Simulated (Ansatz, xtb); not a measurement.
CH5FSSi: which of two conformers lies lower

Structure I is `CS[SiH2]F`, a singlet and structure II is `CS[SiH2]F`, a singlet. Both are isolated molecules in the gas phase, relaxed with B3LYP-D3(BJ)/def2-SVP.

I (Å):

| atom | x (Å) | y (Å) | z (Å) |
| --- | --- | --- | --- |
| C | -0.4685 | 0.3782 | 0.2706 |
| F | -2.2588 | -0.8738 | 4.1064 |
| S | -1.7461 | -0.6459 | 1.1156 |
| Si | -1.2395 | -0.0862 | 3.1170 |
| H | -0.5955 | 0.2034 | -0.8058 |
| H | 0.5482 | 0.0741 | 0.5595 |
| H | -0.6117 | 1.4497 | 0.4730 |
| H | -1.4086 | 1.3771 | 3.3306 |
| H | 0.1531 | -0.4859 | 3.4580 |

II (Å):

```xyz
9

C     0.5288    0.1772    1.1771
F    -1.9067    1.8028   -0.9098
S    -1.1745   -0.5142    1.0537
Si   -2.2498    1.2602    0.5892
H     0.5843    0.9539    1.9530
H     0.8563    0.5849    0.2114
H     1.1863   -0.6566    1.4563
H    -1.8753    2.3617    1.5141
H    -3.6891    0.9088    0.6516
```

Problem. Estimate E(II) − E(I) at the level CCSD(T)/def2-SVP + ΔMP2/def2-TZVPP.

Solution. Calculated at CCSD(T)/def2-SVP + ΔMP2/def2-TZVPP: E(II) − E(I) = −2.2 kcal/mol, so structure II lies lower.

How the difference moves with the method:

| level | geometry | E(II) − E(I) (kcal/mol) | departure from the last row (kcal/mol) | job, with rough time for the two |
| --- | --- | --- | --- | --- |
| B3LYP-D3(BJ)/def2-SVP | B3LYP-D3(BJ)/def2-SVP | −2.9 | −0.7 | optimisation, 17 s |
| HF/def2-SVP | B3LYP-D3(BJ)/def2-SVP | −2.4 | −0.2 | part of the CCSD(T) run |
| MP2/def2-SVP | B3LYP-D3(BJ)/def2-SVP | −2.8 | −0.5 | part of the CCSD(T) run |
| CCSD(T)/def2-SVP | B3LYP-D3(BJ)/def2-SVP | −2.7 | −0.5 | single point |
| CCSD(T)/def2-SVP + ΔMP2/def2-TZVPP | B3LYP-D3(BJ)/def2-SVP | −2.2 |  | single point, 8 s |

The levels shown agree on the order. The largest departure from CCSD(T)/def2-SVP + ΔMP2/def2-TZVPP is that of B3LYP-D3(BJ)/def2-SVP, 0.7 kcal/mol. A small imaginary or near-zero mode remains, so no thermal terms are given. Levels run at GFN2-xTB geometries aren't shown. The last row adds to CCSD(T) the change of the MP2 difference between the two basis sets, here +0.5 kcal/mol.

The correlated steps freeze 12 core orbitals. Programs: Ansatz 0.2.0; the last row on 2 threads of Intel(R) Xeon(R) 6975P-C (Granite Rapids) on a shared host.
